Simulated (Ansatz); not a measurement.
Basis sets compared for ZnH₂SCl₅³⁻ (relaxed from a model of [Zn(H2S)Cl5]3-, whose bonding it doesn't keep). Total charge -3; singlet. Geometry PBE-D4/def2-SVPD. Ansatz on 4 threads of Intel Xeon on a shared host; times are rough, and most runs start from earlier orbitals.

```xyz
9

Zn   -0.679   -0.193    1.040
S     1.663    0.479   -2.547
H     0.389   -0.034   -2.250
H     1.844    0.670   -1.167
Cl   -2.007   -0.545    3.060
Cl    0.308   -2.642    1.300
Cl   -1.702    2.243    0.829
Cl   -1.433   -0.725   -1.267
Cl    1.617    0.748    1.003
```

A multiply charged anion in the gas phase is held together partly by the finite basis. At PBE-D4/def2-SVPD, PBE-D4/def2-TZVPD, PBE0-D4/def2-SVPD, PBE0-D4/def2-TZVPD the highest occupied level of the charge -3 singlet lies above zero (up to 4.86 eV). By energy differences it is unbound by 1.48 eV (vertical, against the charge -2 doublet, at LC-ωPBE (ω = 0.30 bohr⁻¹)/def2-SVPD) and held by the finite basis. In the singlet geometry the species has come apart into loosely held pieces.

```tsv
level	functions	energy (Eh)	HOMO (eV)	LUMO (eV)	wall time
PBE-D4/def2-SVPD	212	-4477.5153	4.86	7.89	2.9 s
PBE0-D4/def2-SVPD	212	-4477.7648	3.61	8.40	7.5 s
```

**Question.** Estimate the rows for PBE-D4/def2-TZVPD, PBE0-D4/def2-TZVPD.

**Answer.** 
| level | functions | energy (Eh) | HOMO (eV) | LUMO (eV) | wall time |
| --- | --- | --- | --- | --- | --- |
| PBE-D4/def2-TZVPD | 345 | -4478.6431 | 4.84 | 7.04 | 7 s |
| PBE0-D4/def2-TZVPD | 345 | -4478.8760 | 3.63 | 7.41 | 21 s |
